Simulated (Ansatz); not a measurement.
# Worked example: SiH2(CH3)F + SbHF → SiH2(CH3) + SbHF2

Species: SiH2(CH3)F, singlet; SbHF `[F][SbH]`, doublet; SiH2(CH3), doublet; SbHF2 `[F][SbH][F]`, singlet. A radical takes F: the energy is the difference in strength between the Si–F bond broken and the Sb–F bond made.

Shapes, held fixed at every level: PBE0-D4/def2-TZVP. Programs: Ansatz 0.2.0. The zero-point and thermal change to 298 K, harmonic and unscaled (PBE0-D4/def2-TZVP), is -3.7 kJ/mol.

At CCSD(T)/def2-TZVPP; 1 Eh = 2625.50 kJ/mol:

```
   species  energy (Eh)
SiH2(CH3)F  -429.905822
      SbHF  -339.928960
 SiH2(CH3)  -330.037057
     SbHF2  -439.722739
```

Q: Work out ΔH(298 K) of the reaction at this level.

A: 
1. Products less reactants: (-330.037057) + (-439.722739) − [(-429.905822) + (-339.928960)] = 0.074986 Eh = +196.9 kJ/mol.
2. With the thermal change: +196.9 + (-3.7) = +193.2 kJ/mol.

Other levels give +178.2 (PBE0-D4/def2-TZVPP) to +197.8 kJ/mol (CCSD/def2-TZVPP). No measured value is set beside it here. Open shells run unrestricted unless RO is named. For atoms past krypton def2 sets carry core potentials with scalar relativity. Correlated rows may include outer-core shells of Sb, which these sets cover unevenly.
